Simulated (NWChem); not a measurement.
# CH₃IOPb, singlet; SMILES [I][Pb][O]C

```xyz
7

Pb     0.4417     0.9548     0.0000
I      0.0388    -1.8687     0.0000
O     -1.5450     1.6126     0.0004
C     -2.7590     0.9329    -0.0003
H     -2.6495    -0.1691     0.0053
H     -3.3594     1.2128     0.8866
H     -3.3540     1.2039    -0.8933
```
Atoms are numbered in this order, from 1.

All runs: NWChem. Low-valent species are run as closed-shell singlets; no triplet was tried in these runs. Geometry: optimised at PBE0/def2-SVP. def2 effective core potentials on I, Pb; no spin-orbit coupling. B3LYP is NWChem's, with the RPA form of VWN correlation. Ions are spin-unrestricted doublets at the neutral geometry; other ion states weren't tried.

**Question.** Order these by “−ε(HOMO) (eV)”, lowest first: Hartree-Fock/def2-SVP; r2SCAN/def2-SVP; B3LYP/def2-SVP.

**Answer.** r2SCAN/def2-SVP (6.29), B3LYP/def2-SVP (6.87), Hartree-Fock/def2-SVP (9.55)
